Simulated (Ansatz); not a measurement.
**Worked example: C2H5Br + SiH2(CH3)2 → C3H8 + SiH2(CH3)Br**

Species: C2H5Br `CCBr`, singlet; SiH2(CH3)2 (dimethylsilane), singlet; C3H8 (propane) `CCC`, singlet; SiH2(CH3)Br, singlet. The partners trade Br for CH3: C–Br and Si–CH3 bonds give way to C–CH3 and Si–Br.

Shapes, held fixed at every level: PBE0-D4/def2-TZVP. Programs: Ansatz 0.2.0. The zero-point and thermal change to 298 K, harmonic and unscaled (PBE0-D4/def2-TZVP), is +5.0 kJ/mol.

At CCSD(T)/def2-TZVPP; 1 Eh = 2625.50 kJ/mol:

| species | energy (Eh) |
| --- | --- |
| C2H5Br | -2651.785490 |
| SiH2(CH3)2 | -369.945610 |
| C3H8 | -118.915650 |
| SiH2(CH3)Br | -2902.854605 |

Question: Work out ΔH(298 K) of the reaction at this level.

Answer: 
1. Products less reactants: (-118.915650) + (-2902.854605) − [(-2651.785490) + (-369.945610)] = -0.039155 Eh = -102.8 kJ/mol.
2. With the thermal change: -102.8 + (+5.0) = -97.8 kJ/mol.

Other levels give -112.9 (CCSD/def2-SVP) to -97.6 kJ/mol (SPW92/def2-TZVPP). No measured value is set beside it here. Relativity is left out for Br unless named. Correlated rows may include outer-core shells of Br, which these sets cover unevenly.
